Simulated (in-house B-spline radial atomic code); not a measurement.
Whole-atom quantities along the 44-electron series, configuration [Kr] 4d8. Breit and QED terms are first order and not part of the total energy; the density at the nucleus is averaged over the nuclear charge. Computed with a B-spline radial code for spherical atoms: Dirac-Hartree-Fock, average of the configuration, finite nuclei.

```csv
ion,Z,E/Z² (Eh),Σ<r²> (bohr²),n(0)/Z³ (bohr⁻³),Lamb diamagnetic shielding (ppm),repulsion over attraction,Breit energy (eV),self-energy (eV),vacuum polarisation (eV),Dirac less non-relativistic energy (Eh)
I9+,53,-2.525,14.004,1.5971,5694.05,0.14056,145.5,111.72,-14.904,-197.69
Xe10+,54,?,?,?,?,?,?,?,?,?
Cs11+,55,-2.5622,11.989,1.6944,5983.49,0.13668,165.18,127.52,-17.518,-232.58
Ba12+,56,?,?,?,?,?,?,?,?,?
La13+,57,-2.5981,10.408,1.8009,6276.57,0.13289,186.66,144.97,-20.502,-272.14
Ce14+,58,-2.6156,9.7399,1.8581,6424.58,0.13103,198.1,154.35,-22.146,-293.81
Pr15+,59,-2.6329,9.1372,1.9186,6573.63,0.12919,210.04,164.19,-23.899,-316.82
```

**Question.** Fill in the row of Xe10+.

**Answer.** E/Z² (Eh): -2.5437; Σ<r²> (bohr²): 12.931; n(0)/Z³ (bohr⁻³): 1.6442; Lamb diamagnetic shielding (ppm): 5838.33; repulsion over attraction: 0.13861; Breit energy (eV): 155.12; self-energy (eV): 119.42; vacuum polarisation (eV): -16.167; Dirac less non-relativistic energy (Eh): -214.58.

**Question.** Fill in the row of Ba12+.

**Answer.** E/Z² (Eh): -2.5803; Σ<r²> (bohr²): 11.153; n(0)/Z³ (bohr⁻³): 1.7459; Lamb diamagnetic shielding (ppm): 6129.55; repulsion over attraction: 0.13477; Breit energy (eV): 175.69; self-energy (eV): 136.03; vacuum polarisation (eV): -18.961; Dirac less non-relativistic energy (Eh): -251.75.

**Question.** With what power of Z does the column «vacuum polarisation (eV)» change over this range?

**Answer.** A fit of the logarithm of its size against log Z from Z = 53 to 59 has slope 4.40.
